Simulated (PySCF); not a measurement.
**Deuteron quadrupole couplings in `C=C[Si@H](C[SiH3])C(F)(F)F`**

C4H9F3Si2.
Structure used (GFN2-xTB), in Å, numbered top down from 1:
```xyz
18
C4H9F3Si2 angstrom
C      2.8401   -0.9811   -0.4548
C      2.1951    0.0575    0.0574
Si     0.3412    0.1142    0.3781
C     -0.7072   -0.9600   -0.7693
Si    -2.6071   -0.7371   -0.6533
C     -0.1490    1.9643   -0.0078
F      0.7516    2.8569    0.4557
F     -1.3299    2.3120    0.5481
F     -0.2751    2.2197   -1.3280
H      2.3270   -1.8865   -0.7355
H      3.9064   -0.9750   -0.6183
H      2.7708    0.9388    0.3180
H      0.0224   -0.0259    1.8037
H     -0.4068   -0.7704   -1.8015
H     -0.4672   -2.0044   -0.5724
H     -3.0175   -0.9616    0.7335
H     -3.2192   -1.7503   -1.5193
H     -2.9846    0.5952   -1.1106
```

Level: PBE0/pcSseg-1 (PySCF, non-relativistic); Q(2H) = 0.00286 b; rigid geometry, the same for H and D, with no vibrational averaging.

**Question.** Rank these positions by the coupling χzz of a deuteron there, largest first.
A. H10 (vinylic hydrogen)
B. H18 (Si–H hydrogen)
C. H13 (Si–H hydrogen)
D. H15 (methylene hydrogen)
E. H14 (methylene hydrogen)

**Answer.** A (224 kHz), D (216 kHz), E (212 kHz), B (111 kHz), C (106 kHz).

**Question.** Give the electric field gradient Vzz (the principal value of largest size), its asymmetry and the 2H coupling at each hydrogen.

**Answer.** 
```
atom  bonded to  bond length (Å)  Vzz (au)     η  χzz (kHz)
 H10         C1            1.078    0.3328  0.05        224
 H11         C1            1.079    0.3314  0.03        223
 H12         C2            1.084    0.3220  0.04        216
 H13        Si3            1.467    0.1576  0.01        106
 H14         C4            1.092    0.3153  0.00        212
 H15         C4            1.090    0.3216  0.01        216
 H16        Si5            1.464    0.1622  0.02        109
 H17        Si5            1.467    0.1601  0.01        108
 H18        Si5            1.458    0.1646  0.02        111
```

**Question.** Average by the element that carries the hydrogen.

**Answer.** on C: 218 kHz over 5 positions, mean bond length 1.084 Å; on Si: 108 kHz over 4 positions, mean bond length 1.464 Å.

**Question.** How does χzz go with the bond length over the 5 C–H bonds?

**Answer.** A straight-line fit has a slope of -7.7 kHz for each 0.01 Å, with a correlation coefficient of -0.96, over lengths from 1.078 to 1.092 Å. The longer bonds have the smaller couplings here.

**Question.** A static deuteron (I = 1) shows a doublet split by (3/2)χ, (3/4)χ(1 + η) and (3/4)χ(1 − η) with the field along z, y and x of the gradient. What are these for H14?

**Answer.** With |χ| = 211.9 kHz and η = 0.003: 318, 159 and 158 kHz, to first order and without motion.

Geometry: GFN2-xTB, one conformer, isolated molecule. GFN2-xTB bond lengths can be off by several hundredths of an ångström, more for odd bonds, and the gradients follow them. With a basis this small, the couplings can be 20 % off.
